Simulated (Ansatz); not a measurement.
`C[Si](C)([SiH3])Cl` + `[OH][In]([OH])[Br]` → `C[Si](O)([SiH3])Cl` + `[CH3][In]([OH])[Br]`  (redistribution)

Gas-phase electronic energies from Ansatz, PBE0-D4/def2-TZVP geometries. CBS: MP2 limit from def2 TZ/QZ plus the TZ coupled-cluster correction, frozen cores. DFT in def2-TZVPP. B3LYP here is the variant with VWN-RPA as its local correlation; programs differ in this. def2 core potentials past Kr. For Br, In outer-core shells are correlated without core-valence functions, which leaves a few kJ/mol of doubt a bond. Scalar relativity is left out up to krypton. Each species was taken in one conformer, which may not be the lowest.

```tsv
level	ΔE (kcal/mol)	difference from CCSD(T)/CBS
PBE-D4	-16.0	1.2
r2SCAN-D4	-17.3	-0.1
PBE0-D4	-17.2	0.0
B3LYP-D4	-17.8	-0.6
ωB97X-V	-17.1	0.1
ωB97M-V	-18.0	-0.8
B2PLYP	-18.0	-0.8
PBE	-16.4	0.8
r2SCAN	-17.4	-0.2
PBE0	-17.6	-0.4
B3LYP	-18.5	-1.3
HF/def2-TZVPP	-19.6	-2.4
MP2/def2-TZVPP	-18.2	-1.0
SCS-MP2/def2-TZVPP	-17.9	-0.7
CCSD/def2-TZVPP	-18.4	-1.2
CCSD(T)/def2-TZVPP	-17.8	-0.6
HF/def2-QZVPP	-19.5	-2.3
MP2/def2-QZVPP	-17.9	-0.7
SCS-MP2/def2-QZVPP	-17.6	-0.4
HF/CBS(def2)	-19.5	-2.3
MP2/CBS(def2)	-17.6	-0.4
CCSD/CBS(def2)	-17.8	-0.6
CCSD(T)/CBS	-17.2	0
```

Largest T1 diagnostic among the species: 0.014.

From PBE to PBE0 (25 % exact exchange), in def2-TZVPP and without D4, ΔE moves by −1.2 kcal/mol. In def2-TZVPP, CCSD(T) changes the Hartree–Fock value by +1.9 kcal/mol (the triples alone add +0.6 kcal/mol) and MP2 by +1.4 kcal/mol.
